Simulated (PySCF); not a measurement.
Delta-SCF ions had no search for a lower state. Excitations are Tamm–Dancoff values on a coarser integration grid. The basis has no diffuse functions, so Rydberg states are missing or too high.

Cartesian coordinates (Å):
SMILES: C=C=C=O
```xyz
6

C     -0.9552    -0.3608     0.3281
C      0.2312     0.2169     0.2949
C      1.3176     0.4971    -0.3449
O      2.3513     0.8421    -0.7613
H     -1.3657    -0.9098    -0.5173
H     -1.5853    -0.3141     1.2123
```
Charge 0, multiplicity 1.

Problem. What is the computed dipole moment, total energy, LUMO, vertical ionisation energy (Delta-SCF), S1 excitation (TDA), HOMO–LUMO gap, brightest of the four lowest singlets (TDA) and S1–T1 gap (TDA) (ωB97X-D3(BJ)/def2-TZVP // B3LYP-D3(BJ)/def2-TZVP (PySCF))?

Solution. 
| Item | Result |
|---|---|
| dipole moment | 0.522 e·Å |
| total energy | -190.7837 Ha |
| LUMO | -0.59 eV |
| vertical ionisation energy (Delta-SCF) | 9.24 eV |
| S1 excitation (TDA) | 2.16 eV |
| HOMO–LUMO gap | 8.62 eV |
| brightest of the four lowest singlets (TDA) | 7.35 eV |
| S1–T1 gap (TDA) | 0.36 eV |
